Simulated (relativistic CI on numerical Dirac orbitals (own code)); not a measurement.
## Spin-allowed bands of a d2 ion in a tetrahedral site, by hand

Problem. A d2 ion in a tetrahedral site has a 3A2 ground term and spin-allowed bands at ν1 = 4200 and ν2 = 7283 cm⁻¹ (from a computed ligand-field model). Find Δ and the Racah parameter B, and predict the third band.

Working.
1. The F term splits into A2 (−1.2Δ), T2 (−0.2Δ) and T1 (+0.6Δ), so ν1 = E(T2) − E(A2) = Δ = 4200 cm⁻¹.
2. T1(F) mixes with T1(P), which lies at 15B, through an element 0.4Δ. The two roots, counted from A2, are ν2,3 = ½(15B + 3Δ) ∓ ½√[(15B − Δ)² + 12BΔ].
3. Solving the lower root for B gives B = (2ν1² + ν2² − 3ν1ν2)/(15ν2 − 27ν1) = -3443711/-4155 = 829 cm⁻¹.
4. The sum of the roots is 15B + 3Δ, so ν3 = 15B + 3ν1 − ν2 = 17749 cm⁻¹ (563 nm).

Check. The bands were computed by exact diagonalisation of the d2 shell with B = 830 and Δ = 4200 cm⁻¹, which gives ν3 = 17767 cm⁻¹. C does not enter the terms of highest spin.
